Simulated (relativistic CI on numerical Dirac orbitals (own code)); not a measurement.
## Calculated levels, Br¹⁹⁺

Computed by Dirac-Coulomb-Breit CI, KLI orbitals optimised for each configuration, a model potential for QED, unscaled Slater integrals (own radial code, finite nucleus).

Configuration list (outside the closed core [Ne]): 3s2 3p4, 3s 3p5, 3s2 3p3 3d, 3p6, 3s 3p4 3d, 3p5 3d, 3s 3p3 3d2, 3s2 3p2 3d 4p, 3s2 3p3 4s, 3p5 4s, 3p5 4p, 3s 3p3 3d 4s, 3s2 3p3 4p, 3s2 3p2 3d2, 3s2 3p 3d3, 3s 3p2 3d3, 3s2 3p 3d2 4s, 3s2 3p 3d2 4p, 3p4 3d2, 3p3 3d3, 3p3 3d2 4s, 3p3 3d2 4p. Double excitations out of closed p, d and f shells are left out; levels of such configurations are missing from the list, as are those of other unlisted configurations, and high levels can miss mixing partners.

The lowest level is 3s2 3p4 3P_2, with 83 % of that term; Hund's rules for 3s2 3p4 give 3P with J = 2, in agreement.

```tsv
No.	Configuration	Term	J	E (cm⁻¹)	%	Next component (%)	jj configuration (%)
1	3s2 3p4	3P	2	0	83	14 1D	3p3/2^2 (93)
2	3s2 3p4	3P	0	44413	67	30 1S	3p3/2^2 (84)
3	3s2 3p4	3P	1	67210	97	1 3s 3p4 3d 3P	3p1/2 3p3/2^3 (97)
4	3s2 3p4	1D	2	104440	83	14 3P	3p1/2 3p3/2^3 (92)
5	3s2 3p4	1S	0	203138	66	30 3P	3p3/2^4 (84)
6	3s 3p5	3P°	2	516781	79	19 3s2 3p3 3d 3P°	3s 3p3/2^3 (79)
7	3s 3p5	3P°	1	553647	69	18 3s2 3p3 3d 3P°	3s 3p3/2^3 (47)
8	3s 3p5	3P°	0	589250	75	20 3s2 3p3 3d 3P°	3s 3p1/2 3p3/2^4 (75)
9	3s 3p5	1P°	1	666759	41	37 3s2 3p3 3d 1P°	3s 3p1/2 3p3/2^4 (39)
10	3s2 3p3 3d	5D°	2	668813	67	14 3D°	3p3/2 3d3/2 (63)
11	3s2 3p3 3d	5D°	3	669661	71	14 3D°	3p3/2 3d3/2 (38)
12	3s2 3p3 3d	5D°	0	670925	84	10 3P°	3p3/2 3d3/2 (53)
13	3s2 3p3 3d	5D°	1	673954	83	6 3s 3p5 1P°	3p1/2 3p3/2^2 3d3/2 (49)
14	3s2 3p3 3d	5D°	4	679891	82	13 3F°	3p3/2 3d5/2 (56)
15	3s2 3p3 3d	3D°	2	701677	34	26 3F°	3p3/2 3d5/2 (54)
16	3s2 3p3 3d	3D°	3	731922	49	22 5D°	3p1/2 3p3/2^2 3d5/2 (72)
17	3s2 3p3 3d	3D°	1	736615	92	5 3P°	3p1/2 3p3/2^2 3d3/2 (41)
18	3s2 3p3 3d	3F°	2	740559	52	42 3D°	3p1/2 3p3/2^2 3d3/2 (79)
19	3s2 3p3 3d	1S°	0	745256	82	10 3P°	3p1/2 3p3/2^2 3d3/2 (41)
20	3s2 3p3 3d	3F°	3	750849	59	32 3D°	3p1/2 3p3/2^2 3d3/2 (70)
21	3s2 3p3 3d	3F°	4	767149	57	30 3G°	3p1/2 3p3/2^2 3d5/2 (60)
22	3s2 3p3 3d	3G°	3	772054	62	22 3F°	3p3/2 3d3/2 (27)
23	3s2 3p3 3d	3F°	4	787951	58	33 3G°	3p1/2 3p3/2^2 3d5/2 (68)
24	3s2 3p3 3d	1G°	4	802385	72	21 3G°	3p1/2 3p3/2^2 3d3/2 (73)
25	3s2 3p3 3d	3G°	5	804191	98	1 3s 3p3 3d2 3G°	3p1/2 3p3/2^2 3d5/2 (98)
26	3s2 3p3 3d	3D°	1	814562	90	3 3s 3p5 1P°	3p3/2 3d5/2 (32)
27	3s2 3p3 3d	1D°	2	820568	53	24 3F°	3p1/2 3p3/2^2 3d3/2 (64)
28	3s2 3p3 3d	3P°	0	839569	78	13 1S°	3p1/2 3p3/2^2 3d5/2 (38)
29	3s2 3p3 3d	3P°	1	841434	73	7 3S°	3p1/2 3p3/2^2 3d5/2 (27)
30	3s2 3p3 3d	3D°	2	855485	72	12 1D°	3p1/2 3p3/2^2 3d5/2 (75)
```

Energies count from the lowest computed level; ° marks odd parity. Filled j subshells are mostly left out of the jj labels.

The mean weight of the leading LS term, summed over parents, in these 30 levels is 71 %, and that of the leading jj configuration (from the same eigenvectors) 62 %.

At this charge energies of transitions that change n are usually good to better than 1 %, and those within a shell (Δn = 0) to a few per cent.

LS names give the leading component of a level, which can be under half, so a name can repeat, a term be missing and a line seem to break the LS rules.
